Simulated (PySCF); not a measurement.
**Mn: excitation energy**

Mn [Ar] 3d5 4s2 (6S) → Mn [Ar] 3d7 (4F), as a difference of total energies. All numbers are calculated (PySCF 2.14, the spin-free X2C one-electron Hamiltonian (Gaussian nucleus), in x2c-TZVPPall (6s5p4d2f1g, 64 functions)). Correlated levels: valence and next inner shell: [Ne] frozen. The calculations carry no spin-orbit coupling.

```json
{"method": "UHF", "excitation energy (eV)": "9.121"}
{"method": "MP2 (valence and next inner shell)", "excitation energy (eV)": "5.225"}
{"method": "SCS-MP2 (valence and next inner shell)", "excitation energy (eV)": "5.293"}
{"method": "CCSD (valence and next inner shell)", "excitation energy (eV)": "6.610"}
{"method": "CCSD(T) (valence and next inner shell)", "excitation energy (eV)": "6.354"}
```

Question: How much does correlation contribute at CCSD(T) (valence and next inner shell)?

Answer: 6.354 − (9.121) = -2.767 eV, measured against UHF.

A first-order spin-orbit estimate (lowest level to lowest level, LS coupling) adds -0.050 eV.

The coupled-cluster amplitudes are large for the upper state (T1 above 0.03 or a double amplitude above 0.15), so a single reference is strained.
